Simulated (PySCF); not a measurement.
Structure elucidation problem

The spectra below were simulated for a compound C7H13NSi.

¹H NMR (500 MHz, computed): δ 4.16 (m, 1H), 2.56 (s, 6H), 1.89 (s, 3H), 1.28 (m, 1H), 0.55 (m, 1H), 0.53 (m, 1H).

¹³C{¹H} NMR (computed): δ 87.3 (C), 78.7 (C), 39.1 (CH3), 7.4 (CH2), 5.2 (CH3), -0.9 (CH).

[PySCF 2.14: PBE0-D3(BJ)/def2-SVP geometry; shieldings: GIAO PBE0/pcSseg-1; non-relativistic Hamiltonian; rapidly exchanging positions averaged; one computed conformer; in vacuum]

References, each an isolated molecule treated in the same way: ¹H (σref 31.27), ¹³C (σref 184.41) against TMS.

What is the structure?

Answers


- Rings plus π bonds: 3 (1 ring in the answer).
- 6 carbon signals for 7 carbons: some carbons are equivalent by symmetry or fast rotation.
- Carbon types of the structure: 2 × C, 1 × CH, 1 × CH2, 3 × CH3, leaving 1 H on heteroatoms.
- δC 87.3, 78.7: alkyne carbon; sp carbons lie upfield of alkene carbons because the cylindrical π system leaves one tensor component strongly shielded.
- δC 39.1: methyl carbon bonded to N; pulled downfield by the heteroatom.
- δC 7.4, -0.9: three-membered-ring carbon; carbons of three-membered rings are unusually shielded.
- δC 5.2: propargylic methyl carbon; a saturated carbon with 1 carbon neighbour and no heteroatom attached.
- δH 4.16: hydrogen on a silicon bonded to 2 C, N, in a 3-membered ring.
- δH 2.56: hydrogen on a methyl carbon bonded to N; its carbon carries N, which withdraws density.
- δH 1.28, 0.55, 0.53: hydrogen on a three-membered-ring carbon; cyclopropane-type protons are shielded by the ring.

The compound is `CC#C[C@@H]1C[Si@@H]1N(C)C`.

The data come from this structure; uniqueness wasn't tested.

Shifts are as computed. Against solution values, carbons near 30 ppm lie about +2 ppm off and those near 130 ppm about +5 ppm. Of 1309 compounds with measured shifts, 239 miss one by over three times the rms of a fit or turn the order of signals round; such compounds aren't used in these exercises. Multiplicities follow the n + 1 count of equivalent neighbours, as no J values were calculated; m marks all less simple cases, F and P coupling included.
